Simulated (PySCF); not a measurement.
UHF on Rh⁻ (rhodium, charge -1), [Kr] 4d8 5s2, high-spin 3F determinant. Calculation: PySCF 2.14, in def2-TZVPPD with the def2 core potential (28 electrons) (6s4p3d2f1g, 56 functions); a scalar-relativistic core potential.

```
cycle= 1 E= -109.731880766808  delta_E= -0.00779  |g|= 0.0351  |ddm|= 0.0403
cycle= 2 E= -109.732194246887  delta_E= -0.000313  |g|= 0.00807  |ddm|= 0.00912
cycle= 3 E= -109.732218531228  delta_E= -2.43e-05  |g|= 0.00196  |ddm|= 0.00662
cycle= 4 E= -109.732220750691  delta_E= -2.22e-06  |g|= 0.000883  |ddm|= 0.00179
cycle= 5 E= -109.732221752337  delta_E= -1e-06  |g|= 0.000131  |ddm|= 0.00258
cycle= 6 E= -109.732221786856  delta_E= -3.45e-08  |g|= 3.31e-05  |ddm|= 0.000958
cycle= 7 E= -109.732221791238  delta_E= -4.38e-09  |g|= 7.49e-06  |ddm|= 0.000523
cycle= 8 E= -109.732221791586  delta_E= -3.48e-10  |g|= 1.79e-06  |ddm|= 0.000178
converged SCF energy = -109.732221791586  <S^2> = 2.0141301  2S+1 = 3.0094053
```

Highest occupied orbital energy: 0.145 eV; ⟨L²⟩ = 12.05; populations by l: s 4.00, p 6.00, d 8.00, f 0.00.

Can this result be used?

With care. The calculation finished and met its thresholds. Energies and moments cover only the electrons outside the core potential. At UHF the highest occupied level has a positive energy, so only the finite basis holds that electron.
